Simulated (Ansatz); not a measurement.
Mulliken charges of AlClH$_{5}$NSi, SMILES `[SiH3][NH][AlH][Cl]` from B3LYP/def2-TZVPP in Ansatz (PBE0-D4/def2-TZVP geometry).

| atom | x (Å) | y (Å) | z (Å) | charge (e) |
| --- | --- | --- | --- | --- |
| Si1 | -0.159 | 0.780 | -1.179 | 0.324 |
| N2 | -0.207 | -0.613 | -0.152 | -0.337 |
| Al3 | 0.277 | -0.859 | 1.534 | 0.506 |
| Cl4 | 1.072 | 0.756 | 2.601 | -0.264 |
| H5 | 0.684 | 0.539 | -2.383 | -0.078 |
| H6 | -1.520 | 1.149 | -1.659 | -0.078 |
| H7 | 0.409 | 1.904 | -0.398 | -0.056 |
| H8 | -0.582 | -1.440 | -0.601 | 0.115 |
| H9 | 0.115 | -2.262 | 2.220 | -0.131 |

Task: By hand: the dipole of these point charges (1 e Å = 4.8032 D).

Result: Σ q r = (-0.164, -0.283, -0.264) e Å, of length 0.420 e Å = 2.02 D.

Task: How does the dipole of the full density compare? (An estimate is asked.)

Result: Ansatz gave: (-0.154, -0.316, -0.202) e Å, 1.95 D; the point charges give 1.04 times that, at 10° from its direction.

Point charges leave out the atoms' own dipoles, such as those of lone pairs, and Mulliken's split depends on the basis, so the close match here is no proof of good charges.

B3LYP here is the variant with VWN-RPA as its local correlation; programs differ in this.
